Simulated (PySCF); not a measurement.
3-methylsulfanylbuta-1,2-diene (C₅H₈S), SMILES C=C=C(C)SC.

Geometry optimised at PBE0-D3(BJ)/def2-SVP. One conformer was computed; it need not be the lowest.

Method: TDA-M06-2X/def2-SVPD (PySCF).

Vertical excitations. Isolated molecule, no solvent.

Computed UV-visible absorptions:
```tsv
state	energy (eV)	λ (nm)	f	main pairs
S1	4.97	249	0.028	HOMO→LUMO 69 %
S2	5.39	230	0.018	HOMO→LUMO+2 32 %, HOMO→LUMO+1 30 %, HOMO−1→LUMO 10 %, HOMO→LUMO 8 %
S3	5.90	210	0.016	HOMO→LUMO+3 48 %, HOMO−2→LUMO 13 %, HOMO−1→LUMO+3 10 %
S4	6.03	206	0.020	HOMO→LUMO+2 48 %, HOMO→LUMO+1 29 %
S5	6.18	201	0.018	HOMO→LUMO+3 33 %, HOMO−2→LUMO 23 %, HOMO→LUMO+1 17 %, HOMO−2→LUMO+3 11 %
S6	6.37	195	0.000	HOMO−1→LUMO 41 %, HOMO→LUMO+1 11 %, HOMO−1→LUMO+1 10 %, HOMO−2→LUMO+3 8 %
S7	6.73	184	0.007	HOMO→LUMO+4 76 %
S8	6.94	179	0.040	HOMO→LUMO+5 82 %
S9	7.09	175	0.002	HOMO→LUMO+7 32 %, HOMO−1→LUMO+1 12 %, HOMO−1→LUMO+2 9 %, HOMO→LUMO+8 7 %
S10	7.25	171	0.068	HOMO−1→LUMO+2 47 %, HOMO−2→LUMO+1 17 %, HOMO−1→LUMO 10 %
T1	4.41	281	0	HOMO→LUMO 55 %, HOMO→LUMO+3 9 %, HOMO−1→LUMO 9 %
T2	4.66	266	0	HOMO→LUMO 24 %, HOMO→LUMO+1 18 %, HOMO→LUMO+2 11 %, HOMO→LUMO+3 8 %
T3	5.10	243	0	HOMO−1→LUMO 17 %, HOMO−1→LUMO+1 15 %, HOMO→LUMO+2 11 %, HOMO→LUMO+1 11 %
T4	5.29	234	0	HOMO→LUMO+3 16 %, HOMO−1→LUMO 12 %, HOMO−2→LUMO 11 %, HOMO→LUMO+2 10 %
```
Triplets are in the Tamm–Dancoff approximation.
